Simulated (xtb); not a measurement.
CH4O, charge +1, doublet, at a GFN2-xTB geometry (a state made from the parent by changing its charge; the spin is typed, not shown lowest). Base run: GFN2-xTB (xtb).

Geometry (Å):
```xyz
6

C     -0.5892     0.1127     0.1524
O      0.6291    -0.2166    -0.2516
H     -0.7174     0.1334     1.2707
H     -1.3352    -0.5098    -0.3602
H     -0.8378     1.2071     0.0098
H      1.3928     0.2263     0.1782
```
Charge +1, spin multiplicity 2.
All else is at xtb's defaults.
Base energy -7.66656 Eh.

Each row names what was changed in the base input (with any setting that the change needs).

| change | ΔE vs base (mEh) | G_solv (kcal/mol) | SCF cycles |
|---|---|---|---|
| base | 0.000 | - | 9 |
| etemp = 3000 | -2.436 | - | 9 |
| gbsa = thf | -107.8 | -69.86 | 9 |
| acc = 0.1 | 0.000 | - | 11 |
| acc = 0.0001 | 0.000 | - | 15 |
| alpb = water | -127.9 | -82.50 | 9 |
| file = coord | 0.000 | - | 9 |

ALPB and GBSA are two models with their own fitted parameters for each solvent, which aren't always the measured dielectric constant.
